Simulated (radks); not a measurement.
Task: Coherent X-ray form factor from a spherical all-electron density. Calculated with a radial shooting solver on a logarithmic mesh with Libxc functionals: Dirac Kohn-Sham, PBEsol, spin-unpolarised, spherical densities, point nucleus.

sin(theta)/lambda (1/angstrom)  f0 (electrons)
0.05                                    43.072
0.1                                     40.766
0.15                                    37.913
0.2                                     35.027
0.25                                    32.319
0.3                                     29.865
0.4                                     25.792
0.5                                     22.734
0.6                                     20.416
0.8                                     16.904
1                                       13.956
1.25                                    10.826
1.5                                      8.528
2                                        6.112

The species is in the configuration that NIST lists as its ground one. Which atom or ion scatters so?

Result: Neutral ruthenium, [Kr] 4d7 5s1. Extrapolating in s^2 from the first two rows gives f0(0) = 43.8, near the electron count 44; among species with that count, the fall with angle is slower the higher Z, and the table is that of Z = 44; from so few rows the species is fixed only to a neighbour or two.
